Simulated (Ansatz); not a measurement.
## Match the barriers

Saddle point of CH$_{6}$OZn, closed shell (CH₄Zn ([CH3][ZnH]) + H₂O → CH₄OZn ([CH3][Zn][OH]) + H₂; bonds formed: Zn1–O5, H2–H4; bonds broken: Zn1–H2, H4–O5), PBE0-D4/def2-TZVP structure:

| atom | x (Å) | y (Å) | z (Å) |
| --- | --- | --- | --- |
| Zn1 | -0.0561 | -0.1388 | -0.2109 |
| H2 | 0.1357 | -0.7692 | -1.9623 |
| C3 | -0.4032 | 1.5128 | 0.7472 |
| H4 | 0.3358 | -1.5475 | -1.3609 |
| O5 | 0.3082 | -2.0845 | -0.2028 |
| H6 | -1.3323 | 1.4298 | 1.3153 |
| H7 | -0.4938 | 2.3520 | 0.0559 |
| H8 | 0.4057 | 1.7271 | 1.4489 |
| H9 | 1.1001 | -2.4817 | 0.1698 |

Computed with Ansatz 0.2.0 (basis: def2-TZVPP, with def2-QZVPP for the basis limit); correlated methods freeze the cores. The 3s and 3p shells of Cu and Zn are frozen; filled d shells are correlated. Extrapolation: Hartree–Fock as exp(−7.88 √X), correlation as X^−2.97. Four methods, as single points on the PBE0-D4 structures, gave these electronic barriers from the start structure: 16.10, 21.55, 25.24, 33.43 kcal/mol.

(1) The methods were, in alphabetical order, CCSD(T), HF, r2SCAN-D4, SPW92. Which gave which? (A judgement: the text doesn't fix the answer.)

T1 diagnostic: at most 0.016.

Results:

(1) Computed: SPW92 16.10; r2SCAN-D4 21.55; CCSD(T) 25.24; HF 33.43 kcal/mol. For comparison, CCSD(T) at an estimated basis limit (MP2 extrapolated from triple and quadruple zeta, plus CCSD(T) − MP2 in triple zeta) gives 24.18 kcal/mol.

The step is the kind of ligand exchange by which a precursor binds to a hydroxyl group, or is hydrolysed, in atomic layer deposition of oxides.

Labels in which every atom is bracketed show which atoms are joined, not bond orders.

For scale, one of the runs: CCSD(T)/def2-TZVPP, 210 basis functions, launched by `ansatz run in.yaml --threads 4 --pin off --events-out ev --progress --plain --max-ram 9574MiB`. The run took 66 s on 4 CPU threads of an Arm Neoverse V1 (shared host), with 2.9 GiB of host memory at its peak.
